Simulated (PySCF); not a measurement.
**TDDFT excited states: C3H5FN2Si**

C3H5FN2Si.
SMILES: `N#C[C@@H](F)/C=N\[SiH3]`

Computed with TDDFT CAM-B3LYP/def2-SVPD, vertical, gas phase, core orbitals frozen in the response (PySCF). Geometry: GFN2-xTB, one conformer, isolated molecule. Torsions of this conformer, `[N:1]#[C:2][C@@H:3]([F:4])/[CH:5]=[N:6]\[SiH3:7]`: C2–C3–C5–N6 71°.

| state | E (eV) | λ (nm) | f | \|μ\| (D) | main configurations (H = HOMO, L = LUMO) |
| --- | --- | --- | --- | --- | --- |
| S1 | 4.08 | 303.7 | 0.0004 | 0.17 | H→L (95%) |
| S2 | 6.24 | 198.8 | 0.0070 | 0.54 | H→L+1 (84%), H→L+2 (8%) |
| S3 | 6.67 | 185.9 | 0.0099 | 0.62 | H→L+2 (84%) |
| S4 | 7.39 | 167.8 | 0.0032 | 0.34 | H-3→L+1 (35%), H-2→L+1 (21%), H-2→L (9%) |
| S5 | 7.51 | 165.1 | 0.224 | 2.81 | H-1→L (82%) |
| S6 | 7.62 | 162.8 | 0.020 | 0.83 | H→L+4 (30%), H→L+3 (29%), H-4→L+1 (10%) |
| S7 | 7.70 | 161.0 | 0.166 | 2.39 | H→L+3 (50%), H→L+4 (20%) |
| S8 | 7.83 | 158.4 | 0.0028 | 0.31 | H-2→L (38%), H→L+5 (23%), H→L+4 (15%) |

Triplets (Tamm–Dancoff): T1 3.51 eV, H→L (93%); T2 5.02 eV, H-1→L (71%), H-6→L (12%); T3 5.98 eV, H→L+1 (67%), H→L+2 (16%).

The lowest singlet comes at 304 nm (394 kJ/mol) in the ultraviolet; it is dark (f under 0.0005); its leading configuration is HOMO→LUMO (95%). The strongest level in the table is S5 at 7.51 eV (165 nm, f = 0.224). Löwdin shares by element: HOMO nitrogen 53% or more, carbon 20% or more, silicon 10% (atoms not listed hold the other 17%); LUMO carbon 42% or more, nitrogen 28% or more, silicon 7% (atoms not listed hold the other 23%). Weighted by f, the mean energy of these states is 7.55 eV. The listed states span 3.75 eV, and the widest gap between neighbours is 2.15 eV (S1 to S2). The oscillator strengths of these states sum to 0.434; summed over the whole spectrum of an exact calculation they would give the number of electrons, 60 (Thomas–Reiche–Kuhn). No computed singlet lies in the visible range (380 to 750 nm); the lowest, at 304 nm, stands 0.82 eV above its violet end (3.26 eV). The window holds the lowest 8 singlets.

The run took 39 s wall on one thread of an Arm Neoverse V1 (shared host), and the process peaked at 0.82 GiB of memory.
